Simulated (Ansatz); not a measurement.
Geometry optimisation, RHF/def2-SVP (Ansatz 0.2.0).

The input (input.yaml):

```yaml
crystal:
  periodic: [false, false, false]
  atoms:
    - { symbol: C, position_ang: [-1.9542, -0.725, -0.3945] }
    - { symbol: C, position_ang: [-0.6948, -0.4074, -0.3493] }
    - { symbol: B, position_ang: [0.2791, -1.5261, 0.1228] }
    - { symbol: C, position_ang: [1.9512, -1.2612, 0.2536] }
    - { symbol: C, position_ang: [-0.1957, 0.9782, -0.699] }
    - { symbol: C, position_ang: [-0.2352, 1.9023, 0.5481] }
    - { symbol: H, position_ang: [-2.6903, 0.0819, -0.7054] }
    - { symbol: H, position_ang: [-0.95492, 0.27403, -1.1593] }
    - { symbol: H, position_ang: [-0.1036, -2.5764, 0.4734] }
    - { symbol: H, position_ang: [2.3749, -2.185, 0.6669] }
    - { symbol: H, position_ang: [2.2851, -1.028, -0.7201] }
    - { symbol: H, position_ang: [2.0877, -0.4245, 0.9734] }
    - { symbol: H, position_ang: [-0.877, 1.4617, -1.4955] }
    - { symbol: H, position_ang: [0.8135, 0.9595, -1.0595] }
    - { symbol: H, position_ang: [0.4095, 1.4574, 1.3566] }
    - { symbol: H, position_ang: [-1.2688, 2.013, 0.9464] }
    - { symbol: H, position_ang: [0.1477, 2.9263, 0.2804] }
basis:
  gaussian: { orbitals: def2-SVP }
hamiltonian:
  xc: hf
relax:
  f_tol: 0.02
  max_steps: 50
```

Launched with:

```bash
$ ansatz run input.yaml --threads 2 --pin off --max-ram 3072MiB --backend cpu --events-out ev --progress --plain --runs-dir out
```

Task: Where does it end, and by what steps?

Result: The forces met the threshold. After 41 steps the energy has fallen by 4.287 eV; H8 moved furthest, 1.28 Å. Parted: C5–H8 (1.13 → 2.19 Å).

```json
{"step": "0", "energy less start (eV)": "0.0000", "largest force component (eV/Å)": "6.579", "accepted": "yes"}
{"step": "2", "energy less start (eV)": "-1.7994", "largest force component (eV/Å)": "1.756", "accepted": "yes"}
{"step": "4", "energy less start (eV)": "-2.7473", "largest force component (eV/Å)": "2.955", "accepted": "yes"}
{"step": "6", "energy less start (eV)": "-3.8371", "largest force component (eV/Å)": "1.583", "accepted": "yes"}
{"step": "8", "energy less start (eV)": "-4.0492", "largest force component (eV/Å)": "1.121", "accepted": "no"}
{"step": "10", "energy less start (eV)": "-4.1655", "largest force component (eV/Å)": "0.173", "accepted": "yes"}
{"step": "12", "energy less start (eV)": "-4.1992", "largest force component (eV/Å)": "0.722", "accepted": "yes"}
{"step": "14", "energy less start (eV)": "-4.2488", "largest force component (eV/Å)": "0.391", "accepted": "yes"}
{"step": "16", "energy less start (eV)": "-4.2589", "largest force component (eV/Å)": "0.113", "accepted": "yes"}
{"step": "18", "energy less start (eV)": "-4.2617", "largest force component (eV/Å)": "0.085", "accepted": "yes"}
{"step": "20", "energy less start (eV)": "-4.2652", "largest force component (eV/Å)": "0.136", "accepted": "yes"}
{"step": "22", "energy less start (eV)": "-4.2658", "largest force component (eV/Å)": "0.417", "accepted": "no"}
{"step": "24", "energy less start (eV)": "-4.2731", "largest force component (eV/Å)": "0.190", "accepted": "yes"}
{"step": "26", "energy less start (eV)": "-4.2741", "largest force component (eV/Å)": "0.129", "accepted": "no"}
{"step": "28", "energy less start (eV)": "-4.2783", "largest force component (eV/Å)": "0.146", "accepted": "yes"}
{"step": "30", "energy less start (eV)": "-4.2815", "largest force component (eV/Å)": "0.047", "accepted": "yes"}
{"step": "32", "energy less start (eV)": "-4.2834", "largest force component (eV/Å)": "0.052", "accepted": "yes"}
{"step": "34", "energy less start (eV)": "-4.2846", "largest force component (eV/Å)": "0.118", "accepted": "yes"}
{"step": "36", "energy less start (eV)": "-4.2856", "largest force component (eV/Å)": "0.031", "accepted": "yes"}
{"step": "38", "energy less start (eV)": "-4.2863", "largest force component (eV/Å)": "0.036", "accepted": "yes"}
{"step": "40", "energy less start (eV)": "-4.2865", "largest force component (eV/Å)": "0.026", "accepted": "yes"}
{"step": "41", "energy less start (eV)": "-4.2865", "largest force component (eV/Å)": "0.009", "accepted": "yes"}
```

```xyz
17
Properties=species:S:1:pos:R:3
C -2.052 -0.658 -0.423
C -0.692 -0.283 -0.767
B 0.250 -1.410 -0.118
C 1.761 -1.171 0.268
C -0.232 1.186 -0.734
C -0.215 1.827 0.652
H -2.464 0.105 0.256
H -0.456 -0.736 -1.760
H -0.195 -2.516 -0.004
H 1.844 -1.304 1.354
H 2.389 -1.951 -0.172
H 2.178 -0.197 0.016
H -0.883 1.773 -1.387
H 0.764 1.256 -1.175
H 0.473 1.312 1.326
H -1.202 1.819 1.117
H 0.105 2.868 0.590
```

Whether the end is a true minimum wasn't checked by a vibrational analysis.

Time of the run: 74 s on 2 threads of Intel(R) Xeon(R) 6975P-C (Granite Rapids), on a shared host, peak memory 0.4 GiB.
